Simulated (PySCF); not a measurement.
H3NSi, neutral, multiplicity 1. Atoms are numbered in the order given.

```xyz
5

Si     0.1137     0.6782     0.0000
H     -1.3987     0.9083     0.0000
N     -0.0169    -1.0304     0.0000
H     -0.8728    -1.5650     0.0000
H      0.7981    -1.6255     0.0000
```
Charge 0, spin multiplicity 1.

Geometry: B3LYP-D3(BJ)/def2-TZVP.

These are PySCF with M06-2X/def2-TZVPD values and carry that method's errors.

Symmetry labels are those of the subgroup Cs that the program uses (full group Cs).

### Question
List the valence orbital energies around the gap with their symmetry. (Estimate from the structure and the level; the computed values follow.)

### Answer

```tsv
orbital	symmetry	energy (eV)
HOMO−7	A'	-104.78
HOMO−6	A'	-104.73
HOMO−5	A'	-26.24
HOMO−4	A'	-16.06
HOMO−3	A'	-15.69
HOMO−2	A'	-11.45
HOMO−1	A"	-9.88
HOMO	A'	-7.40
LUMO	A"	-0.70
LUMO+1	A'	0.38
LUMO+2	A'	1.14
LUMO+3	A'	1.91
```
